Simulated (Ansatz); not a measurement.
Cost and result for the atomization energy of CH4FNSi, SMILES `C=N[SiH2]F` (8 atoms, 7 bonds).

Total charge 0; spin multiplicity 1. The geometry is a stationary point of PBE0-D4/def2-TZVP. It is one conformer, not always the lowest. Program: Ansatz. All runs use 2 threads of an Arm Neoverse V2 on a shared host. Times are those of one run each, without the atoms' runs, and a repeat can differ threefold. Electronic energies, without spin–orbit coupling; frozen cores. CCSD(T)/CBS adds CCSD(T) − MP2 in def2-TZVPP to the MP2 limit, and its time is that of the two runs behind it. T1 = 0.013. B3LYP takes the VWN-RPA correlation (the form of Gaussian; ORCA's B3LYP/G).

CCSD(T)/CBS is a level of theory with its own doubt, some kJ/mol a heavy atom from the limit and from the frozen cores, so smaller differences don't rank the functionals.

```csv
level,functions,wall time
LDA (SPW92)/def2-TZVPP,191,0.95 s
BLYP-D4/def2-TZVPP,191,1.6 s
CCSD(T)/def2-SVP,80,1.8 s
BHLYP-D4/def2-TZVPP,191,2.1 s
B3LYP-D4/def2-TZVPP (with forces),191,2.6 s
B2PLYP/def2-TZVPP,191,3.6 s
r2SCANh-D4/def2-TZVPP,191,3.7 s
PBE-QIDH/def2-TZVPP,191,3.8 s
B97M-V/def2-TZVPP,191,7.5 s
ωB97M-V/def2-TZVPP (with forces),191,8 s
MP2/def2-QZVPP,361,12 s
CCSD(T)/def2-TZVPP,191,43 s
CCSD(T)/CBS(def2),–,55 s
```

Question: What atomization energy does each give, and how far from CCSD(T)/CBS? (An estimate is asked.)

Answer: Ansatz gave: 
| level | atomization (kJ/mol) | difference from CCSD(T)/CBS | per bond |
| --- | --- | --- | --- |
| LDA (SPW92)/def2-TZVPP | 3425.0 | 412.7 | 59.0 |
| BLYP-D4/def2-TZVPP | 3026.5 | 14.2 | 2.0 |
| CCSD(T)/def2-SVP | 2794.7 | -217.6 | -31.1 |
| BHLYP-D4/def2-TZVPP | 2915.4 | -96.9 | -13.8 |
| B3LYP-D4/def2-TZVPP (with forces) | 3015.8 | 3.5 | 0.5 |
| B2PLYP/def2-TZVPP | 2985.7 | -26.6 | -3.8 |
| r2SCANh-D4/def2-TZVPP | 2973.7 | -38.6 | -5.5 |
| PBE-QIDH/def2-TZVPP | 2965.8 | -46.5 | -6.6 |
| B97M-V/def2-TZVPP | 3009.0 | -3.3 | -0.5 |
| ωB97M-V/def2-TZVPP (with forces) | 3018.3 | 6.0 | 0.9 |
| MP2/def2-QZVPP | 3033.2 | 20.9 | 3.0 |
| CCSD(T)/def2-TZVPP | 2920.9 | -91.4 | -13.0 |
| CCSD(T)/CBS(def2) | 3012.3 | 0.0 | 0.0 |

The D4 term adds +21.3 kJ/mol with B3LYP and +11.0 kJ/mol with PBE0; it sums over pairs of atoms, weighted by their polarisabilities, and B3LYP, whose exchange is more repulsive, gets the larger term. From PBE to PBE0 (25 % exact exchange), in def2-TZVPP and without D4, the atomization energy moves by −68.2 kJ/mol: exact exchange takes away binding that semilocal exchange gives to molecules. At CCSD(T), def2-SVP lies −217.6 kJ/mol from the extrapolated value and def2-TZVPP −91.3 kJ/mol: correlation converges slowly with the basis, and small sets miss more of it in the bonded molecule than in its fragments.
